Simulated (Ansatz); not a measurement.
The same substitution along the group F, Cl, Br.

Program: Ansatz. Geometries: PBE0-D4/def2-TZVP. ΔE: electronic, gas phase. CCSD(T)/CBS is the MP2 limit (def2-TZVPP, def2-QZVPP) plus CCSD(T) − MP2 in def2-TZVPP, frozen cores. This one scheme is used for every species. Double bonds are as drawn, so ΔE can hold a change between cis and trans. DFT in def2-TZVPP. B3LYP here is the variant with VWN-RPA as its local correlation; programs differ in this. For Br, Se outer-core shells are correlated without core-valence functions, which leaves a few kJ/mol of doubt a bond. Scalar relativity is left out up to krypton. One conformer a species, not always the lowest.

```json
{"reaction": "`C/N=C\\F` + `[AlH2][SeH]` → `C/N=C\\[Se][AlH2]` + H–F", "CCSD(T)/CBS(def2) (kJ/mol)": "-10"}
{"reaction": "`C/N=C/Cl` + `[AlH2][SeH]` → `C/N=C\\[Se][AlH2]` + HCl", "CCSD(T)/CBS(def2) (kJ/mol)": "?"}
{"reaction": "`C/N=C\\Br` + `[AlH2][SeH]` → `C/N=C\\[Se][AlH2]` + HBr", "CCSD(T)/CBS(def2) (kJ/mol)": "6"}
```

**Question.** Fill in the missing values. (Estimate.)

**Answer.** The calculation gave: `C/N=C/Cl` + `[AlH2][SeH]` → `C/N=C\[Se][AlH2]` + HCl: -11.0 kJ/mol.

Largest T1 diagnostic: 0.013, for `C/N=C\F`.
